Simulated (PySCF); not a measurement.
**Static response to an electric field**

Compound: C6H10FN.
Atom-mapped SMILES: `[H]/[N:5]=[C:4]1\[C@@H:3]([CH2:2][CH3:1])[C@H:7]([F:8])[CH2:6]1` (hydrogens: H9, H10, H11 on C1; H12, H13 on C2; H14 on C3; H15 on N5; H16, H17 on C6; H18 on C7)

Cartesian coordinates in Å at the GFN2-xTB level; atoms count from 1:
```
atom  x, y, z in Å
C1    -2.296    0.606   -0.076
C2    -1.145   -0.039    0.688
C3     0.020   -0.376   -0.233
C4     1.296   -0.917    0.400
N5     1.603   -1.763    1.263
C6     2.157    0.064   -0.345
C7     0.873    0.784   -0.783
F8     0.763    0.996   -2.135
H9    -2.683   -0.076   -0.830
H10   -1.961    1.511   -0.578
H11   -3.104    0.866    0.603
H12   -0.796    0.636    1.474
H13   -1.492   -0.957    1.169
H14   -0.318   -1.020   -1.050
H15    0.828   -2.293    1.657
H16    2.677   -0.394   -1.184
H17    2.871    0.630    0.248
H18    0.698    1.748   -0.298
```

Level: CAM-B3LYP/def2-SVPD (PySCF), static field, nuclei fixed, core orbitals frozen in the response. The polarisability tensor in these axes (au):

```
x    83.61  -3.75   0.53
y    -3.75  73.40 -10.44
z     0.53 -10.44  73.14
```

Problem. Diagonalise the tensor; give its mean and Δα, where Δα² is half the sum of the squared differences of the eigenvalues.

Solution. Principal values 62.59, 80.75 and 86.81 au; mean 76.72 au = 11.37 Å³ = 12.65 × 10⁻⁴⁰ C²·m²/J; Δα = 21.83 au (28 % of the mean).

Problem. What is the dipole moment, and where does it point?

Solution. (-1.84, 0.50, 0.67) D, 2.02 D in size, pointing from the negative to the positive side. Measured along this direction, the outermost atoms are H16 at the negative end and H11 at the positive end.

Problem. Directions of the eigenvectors, and the extent of the frame along each?

Solution. Largest value along (0.71, -0.54, 0.44), where the nuclei span 5.14 Å; middle along (0.69, 0.45, -0.56), 4.47 Å; least along (0.11, 0.71, 0.70), 2.88 Å. The response follows the extents in order.

Problem. Form Σ f/ω² (atomic units) for the 8 lowest TDDFT singlets, given as eV and f, and set it beside the mean polarisability, which is this sum over all singlets: 5.09, 0.0022; 7.07, 0.0410; 7.57, 0.0099; 7.78, 0.1173; 7.85, 0.0330; 8.12, 0.0004; 8.24, 0.0027; 8.36, 0.0621.

Solution. They add up to 3.32 au, 4.3 % of the 76.72 au; the largest single term is 1.43 au, from the state at 7.78 eV. Terms in order: 0.06, 0.61, 0.13, 1.43, 0.40, 0.00, 0.03, 0.66 au. Higher excitations give the rest. The strengths listed sum to 0.269.

Problem. Molar refractivity from α?

Solution. Lorentz–Lorenz: R = (4π/3)N_A α = 2.5225 cm³/(mol·Å³) × 11.37 Å³ = 28.7 cm³/mol, in the limit of long wavelengths.

Problem. What would n − 1 = 2πNα be for an ideal gas of these molecules at 500 K and 1 atm, electronic part alone?

Solution. N = p/kT = 1.4678 × 10¹⁹ cm⁻³, so n − 1 = 2π × N × 11.37 × 10⁻²⁴ cm³ = 1048 × 10⁻⁶ at long wavelengths, for an ideal gas.

One conformer (not necessarily the lowest) at the GFN2-xTB geometry, without solvent, vibrations or thermal averaging.
